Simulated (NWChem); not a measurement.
**HCu in NWChem**

```xyz
2

Cu     0.0000     0.0000     0.0488
H      0.0000     0.0000    -1.4145
```
Charge 0, spin multiplicity 1.

Everything below was run with NWChem. Structure: optimised with PBE/def2-SVP, a minimum by its harmonic frequencies.

The correlated methods keep 9 core orbitals frozen. The structure started from a generated list of species.

Worked example. A B2PLYP run in def2-SVP ends its self-consistent part (53 % exact exchange, 47 % B88, 73 % LYP) at -1640.38889 Ha, and second-order perturbation theory on those orbitals gives -0.39353 Ha unscaled.

The perturbative term enters with the weight 0.27: -1640.38889 + 0.27·(-0.39353) = -1640.49514 Ha is the total energy.
